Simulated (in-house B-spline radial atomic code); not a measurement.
## B97-1 excitations of the neon ion Ne⁸⁺

Method: B97-1. Computed with an all-electron radial atomic-structure program (B-spline basis): linear response of the closed shell 1s2 with the functional's adiabatic kernel; non-relativistic, point nucleus, no spin-orbit coupling, no double excitations, S, P, D and F terms only.

Command:
```bash
python run_td.py task.json out
```
Settings (radii: box in bohr, nucleus in fm):
```
Z                        10
electrons                2
configuration            1s2
hamiltonian              nr
method                   b97_1
box_radius               11.59
intervals                47
```

Time taken, with all properties: 0.1 s on 1 thread of Arm Neoverse N1, with other jobs on the host.

The lowest states, in the order of their Tamm-Dancoff energies; the method's threshold (minus the highest occupied level) is 1148.15 eV. Labels give the largest channel, * marks a mixed state, and oscillator strengths are full-response dipole values. Semilocal kernels can invert the small singlet-triplet splittings of Rydberg terms. Energies in eV:

| state | full response | Tamm-Dancoff | oscillator strength |
| --- | --- | --- | --- |
| 1s → 2s 3S | 887.11 | 887.14 | - |
| 1s → 2s 1S | 897.59 | 897.70 | - |
| 1s → 2p 3P | 898.74 | 898.77 | - |
| 1s → 2p 1P | 905.54 | 905.57 | 0.68 |
| 1s → 3s 3S | ? | ? | - |
| 1s → 3s 1S | 1040.72 | 1040.74 | - |
| 1s → 3p 3P | 1041.73 | 1041.74 | - |
| 1s → 3p 1P | 1043.44 | 1043.45 | 0.136 |
| 1s → 3d 3D | 1043.97 | 1043.97 | - |
| 1s → 3d 1D | ? | ? | - |

Problem. Where does 1s → 3d 1D lie?

Solution. At 1044.57 eV in full response, 1044.57 eV in Tamm-Dancoff.

Problem. Where does 1s → 3s 3S lie?

Solution. At 1038.27 eV in full response, 1038.28 eV in Tamm-Dancoff.

Problem. How large is the singlet-triplet splitting of 1s → 2s (S terms) in Tamm-Dancoff?

Solution. 10.6 eV, from the unrounded values.

Problem. What polarisabilities and dispersion coefficient does the method give?

Solution. Dipole 0.00106 bohr³, quadrupole 4.109e-05 bohr⁵, C6 3.283e-05 hartree·bohr⁶ for two such species.
